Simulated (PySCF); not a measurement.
**Two-component Hartree-Fock for Bi⁶²⁺ (bismuth, charge +62)**

Start: [Ar] 3d3; 3d3/2 filled at m_j = -1/2, +1/2, +3/2. Calculated with PySCF 2.14 in an uncontracted even-tempered set (15 s from 20 bohr⁻², ratio 2.8; 13 p from 26 bohr⁻², ratio 2.8; 8 d from 26 bohr⁻², ratio 2.8; 3 f from 83 bohr⁻², ratio 3): generalised Hartree-Fock with the X2C-1e Hamiltonian and a Gaussian nucleus; one run each with spin-orbit coupling (SO) switched off, then screened by Boettger's factors.

```json
{"spinor shell": "1s1/2", "electrons": "2", "ε, spin-free (eV)": "-95652.0", "ε, screened SO (eV)": "-95603.7", "weight of nominal j (screened SO)": "1.000", "rms radius, screened SO (bohr)": "0.0178"}
{"spinor shell": "2s1/2", "electrons": "2", "ε, spin-free (eV)": "-20988.4", "ε, screened SO (eV)": "-20969.7", "weight of nominal j (screened SO)": "1.000", "rms radius, screened SO (bohr)": "0.0713"}
{"spinor shell": "2p1/2", "electrons": "2", "ε, spin-free (eV)": "-18635.3", "ε, screened SO (eV)": "-20344.0", "weight of nominal j (screened SO)": "1.000", "rms radius, screened SO (bohr)": "0.0602"}
{"spinor shell": "3s1/2", "electrons": "2", "ε, spin-free (eV)": "-8009.6", "ε, screened SO (eV)": "-8003.6", "weight of nominal j (screened SO)": "1.000", "rms radius, screened SO (bohr)": "0.176"}
{"spinor shell": "3p1/2", "electrons": "2", "ε, spin-free (eV)": "-7310.8", "ε, screened SO (eV)": "-7759.1", "weight of nominal j (screened SO)": "1.000", "rms radius, screened SO (bohr)": "0.167"}
{"spinor shell": "3p3/2", "electrons": "4", "ε, spin-free (eV)": "-7310.8", "ε, screened SO (eV)": "-7131.8", "weight of nominal j (screened SO)": "1.000", "rms radius, screened SO (bohr)": "0.182"}
{"spinor shell": "3d3/2", "electrons": "3", "ε, spin-free (eV)": "-6753.7", "ε, screened SO (eV)": "-6816.4", "weight of nominal j (screened SO)": "0.999", "rms radius, screened SO (bohr)": "0.155"}
```

(1) Where does 2p3/2 lie, and what is the 2p spin-orbit splitting (screened SO)?

```
   quantity     spin-free   screened SO
E (hartree)  -17525.18492  -17572.77286
        M_J           3/2           3/2
       ⟨J²⟩         6.750         3.756
       ⟨L²⟩        12.000         7.542
       ⟨S²⟩         3.750         2.092
```

Each row is a mean over spinors that exchange with the open shell spreads, by up to 29.282 eV (3p1/2).

Breit and QED terms are absent; they matter most for the inner s and p1/2 levels.

Densities and radii are taken from the X2C orbitals without a picture-change correction, which distorts them close to the nucleus.

Without spin-orbit coupling the j labels of p, d and f shells carry no meaning; the spin-free column gives the mean over the occupied spinors of each nl shell, and its ⟨J²⟩ belongs to a mixture of degenerate components.

Results:

(1) At -17970.9 eV, 2373.1 eV above 2p1/2.
